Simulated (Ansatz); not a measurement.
`C[B](Cl)[GeH3]` + H₂ → `C[BH][GeH3]` + HCl at 600 K and 1 bar (hydrogenolysis of a B–Cl bond).

Computed with Ansatz on PBE0-D4/def2-TZVP structures; ΔE is electronic, products minus reactants. CCSD(T)/CBS adds triple-zeta CCSD(T) − MP2 to the extrapolated MP2 energy (def2 sets, frozen cores). This one scheme is used for every species. For Ge outer-core shells are correlated without core-valence functions, which leaves a few kJ/mol of doubt a bond. Scalar relativity is left out up to krypton.

| species | CCSD(T)/CBS energy (Eh) | H − E (kJ/mol) | S (J/(mol·K)) |
| --- | --- | --- | --- |
| `C[B](Cl)[GeH3]` | -2602.38061 | 230.4 | 462.2 |
| H₂ | -1.17544 | 43.9 | 150.8 |
| `C[BH][GeH3]` | -2143.14307 | 241.6 | 409.9 |
| HCl | -460.38127 | 35.4 | 207.2 |

H − E and S are ideal-gas, rigid-rotor, harmonic terms from PBE0-D4/def2-TZVP, for one conformer and one mirror image of each species. The MP2-based limit puts H₂ 0.8 mEh under its directly extrapolated value; such offsets cancel only in part. 1 Eh = 2625.50 kJ/mol, R = 8.31446 J/(mol·K).

Problem. By hand: ΔE, ΔH, ΔS and ΔG.

Solution. ΔE = (-2143.14307) + (-460.38127) − (-2602.38061) − (-1.17544) = 0.03171 Eh = 83.3 kJ/mol. Δ(H − E) = 241.6 + 35.4 − 230.4 − 43.9 = 2.7, so ΔH = 86.0 kJ/mol. ΔS = 409.9 + 207.2 − 462.2 − 150.8 = 4.1 J/(mol·K). ΔG = 86.0 − 600 × (4.1)/1000 = 83.5 kJ/mol.

Problem. By hand: the equilibrium constant, and the temperature at which ΔG would vanish if ΔH and ΔS stayed fixed.

Solution. log₁₀ K = −ΔG/(RT ln 10) = -7.3. ΔG = 0 at ΔH/ΔS = 20976 K, far beyond where these terms or the molecules hold.

The number of gas molecules stays the same, so ΔS is small and ΔH decides. A doubt of 5 kJ/mol in ΔE shifts log₁₀ K by 0.4 here. Other conformers and mirror images would add mixing entropy, several J/(mol·K) or more a flexible species. Modes under 60 cm⁻¹, often nearly free rotors, make the harmonic entropy too high. These are equilibria of isolated gas molecules and say nothing of rates. Largest T1 diagnostic: 0.012 (customary marks: 0.02 for closed shells, 0.045 for open ones).
